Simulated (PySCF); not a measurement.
**Gas-phase XPS of `C[S][GeH3]`, computed**

CH₆GeS.
Atom-mapped SMILES: `[CH3:1][S:2][GeH3:3]`

Method: delta-SCF UKS SCAN, pcX-2 on the ionised atom, pcseg-1 elsewhere, spin-free X2C in PySCF. These are vertical core ionisation energies against the vacuum level, from separate self-consistent calculations with and without the core hole.

Task: Give the core binding energies atom by atom.

Result: 
| atom(s) | bonded to | level | binding energy (eV) | count |
| --- | --- | --- | --- | --- |
| S2 | C and Ge | S 1s | 2476.63 | 1 |
| C1 | S and 3 H | C 1s | 291.41 | 1 |

Task: Which photon energy gives electrons from S 1s of S2 a kinetic energy of 20 eV, and what is their de Broglie wavelength?

Result: hν = 2476.63 + 20 = 2496.63 eV, recoil neglected; λ = 12.264 Å/√(E/eV) = 2.74 Å.

Not every level is listed. No level of germanium is listed. Isolated species at its PBE0-D3(BJ)/def2-SVP geometry, gas phase.

Time: 16 s wall; peak memory 0.39 GiB. Hardware: an Arm Neoverse N1 with one thread (shared host).
